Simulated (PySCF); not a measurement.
## Polarisability and C₆ of Sb⁺ (antimony, charge +1)

[Kr] 4d10 5s2 5p2, high-spin 3P determinant. Computed with PySCF 2.14 in x2c-QZVPPall with one added diffuse shell each of s, p, d, f type (14s10p8d5f1g, 128 functions), with the spin-free X2C one-electron Hamiltonian (Gaussian nucleus). Coupled (time-dependent) response in atomic units; α is the mean over directions.

| method | mean α (bohr³) | α xx, yy, zz | C₆ (like pair) | S(−4) |
| --- | --- | --- | --- | --- |
| BHandHLYP | 24.85 | 23.15, 25.70, 25.70 | 205.2 | 159.8 |

S(−4) is the Cauchy moment in α(ω) = α(0) + S(−4) ω² + …

Spin-orbit coupling is absent.

α(iu) at BHandHLYP:

```json
{"u (hartree)": "0", "α(iu) (bohr³)": "24.85"}
{"u (hartree)": "0.0500", "α(iu) (bohr³)": "24.46"}
{"u (hartree)": "0.100", "α(iu) (bohr³)": "23.36"}
{"u (hartree)": "0.200", "α(iu) (bohr³)": "19.92"}
{"u (hartree)": "0.300", "α(iu) (bohr³)": "16.19"}
{"u (hartree)": "0.500", "α(iu) (bohr³)": "10.55"}
{"u (hartree)": "0.750", "α(iu) (bohr³)": "6.733"}
{"u (hartree)": "1.00", "α(iu) (bohr³)": "4.761"}
{"u (hartree)": "1.50", "α(iu) (bohr³)": "2.899"}
{"u (hartree)": "2.00", "α(iu) (bohr³)": "2.032"}
{"u (hartree)": "3.00", "α(iu) (bohr³)": "1.201"}
{"u (hartree)": "5.00", "α(iu) (bohr³)": "0.5745"}
```

For an ion, C₆ is the dispersion term alone; charge-induced terms of lower order in 1/R come first.

The components differ because the open shell of this determinant is not spherical; for a pure term their mean is the scalar polarisability.
